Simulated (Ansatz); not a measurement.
Born–Oppenheimer molecular dynamics of Cl3FH3HfN (9 atoms, charge 0, multiplicity 1). It starts at the highest image of a converged band, a first-order saddle point between two minima.

Level of theory: RKS PBE/def2-SVP in Ansatz.

| Item | Value |
| --- | --- |
| ensemble | NVE (velocity Verlet) |
| time step | 0.5 fs |
| steps asked | 200 |
| starting velocities drawn for | 300 K |
| seed | 11749 |

First frame:

```xyz
9
Properties=species:S:1:pos:R:3
Hf 0.229 0.576 0.021
N 0.082 0.193 2.375
H -0.889 0.004 2.663
H 0.612 -0.644 2.661
F 1.907 0.165 -0.781
Cl -1.352 1.380 -1.536
Cl -0.677 -1.659 0.198
Cl 0.770 2.736 0.983
H 0.426 1.002 2.917
```

(1) How far do the bonds stretch over the last three quarters of this one trajectory? (Pairs bonded in most of those frames.)

Results:

(1) 
```csv
bond,mean (Å),spread (Å),shortest,longest
Hf1–N2,2.365,0.028,2.33,2.41
Hf1–F5,1.907,0.021,1.88,1.94
Hf1–Cl6,2.386,0.049,2.29,2.45
Hf1–Cl7,2.429,0.025,2.38,2.46
Hf1–Cl8,2.415,0.049,2.36,2.50
N2–H3,1.034,0.017,1.01,1.06
N2–H4,1.032,0.004,1.02,1.04
N2–H9,1.034,0.021,1.00,1.06
```

Mean temperature of the second half: 134 K. The conserved energy stayed within 0.12 meV per atom of its start (net change 0.031 meV per atom), so the integration is sound. A run of 0.1 ps of so small a system gives no equilibrium averages. The orbitals stay closed-shell, which can raise the energy where a bond breaks towards radicals; this wasn't checked here.

The run took 5.3 min on 4 threads of Arm Neoverse V2, on a shared host, peak memory 0.21 GiB.
